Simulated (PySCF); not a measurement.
**Computed vibrations of [Gd(CH3)2]+**

[Gd(CH3)2]+ (singlet in the valence; each metal's 4f electrons, 7 of them, lie in its core potential, out of spins and levels). PySCF 2.14.0, RKS PBE0, Gd lcecp-1-SVP with ECP53, C def2-SVP, H def2-SVP; non-relativistic Hamiltonian with scalar-relativistic core potentials where named; density fitting; no spin-orbit coupling. Central differences of gradients.

```xyz
9

Gd    0.0000    0.0000   -0.2456
C     1.7353   -0.0188    1.2339
H     2.7180    0.2147    0.7820
H     1.5527    0.7157    2.0420
H     1.8268   -1.0051    1.7300
C    -1.7353    0.0188    1.2339
H    -2.7180   -0.2147    0.7820
H    -1.5527   -0.7157    2.0420
H    -1.8268    1.0051    1.7300
```

Run from Python with OMP_NUM_THREADS=2. Where DIIS fails, smearing, a level shift and second-order steps follow.
It took 70 s on 2 threads of Intel(R) Xeon(R) 6975P-C (Granite Rapids), on a shared host.

Question: What are the harmonic wavenumbers and infrared intensities?

Answer: Modes are labelled in C2; negative numbers are unstable modes, those under 60 cm⁻¹ near the noise; a finer grid moves soft modes by up to 10 cm⁻¹.
| cm⁻¹ | km/mol | symmetry |
| --- | --- | --- |
| 34 | 0.0 | a |
| 48 | 1.3 | b |
| 125 | 0.1 | a |
| 338 | 0.0 | a |
| 361 | 47.7 | b |
| 392 | 8.6 | b |
| 444 | 1.0 | a |
| 470 | 109.3 | b |
| 495 | 31.6 | a |
| 1158 | 4.7 | b |
| 1162 | 7.2 | a |
| 1370 | 3.5 | a |
| 1372 | 19.2 | b |
| 1377 | 16.8 | b |
| 1384 | 17.1 | a |
| 3004 | 11.3 | b |
| 3005 | 5.1 | a |
| 3105 | 0.0 | a |
| 3106 | 0.1 | b |
| 3117 | 0.0 | a |
| 3117 | 0.2 | b |

Question: Is this a minimum?

Answer: Yes, within the noise of the softest modes. Ideal gas at 298.15 K and 1 bar: S = 372.3 J/(mol K), Cp = 97.7 J/(mol K), H − H(0 K) = 21.1 kJ/mol (rigid rotor, harmonic modes, spin degeneracy alone, that of the 4f electrons in the core included; the modes under 60 cm⁻¹ make these uncertain).

An lcecp potential fixes the number of 4f electrons, so in runs with it no electron can move into or out of that shell.
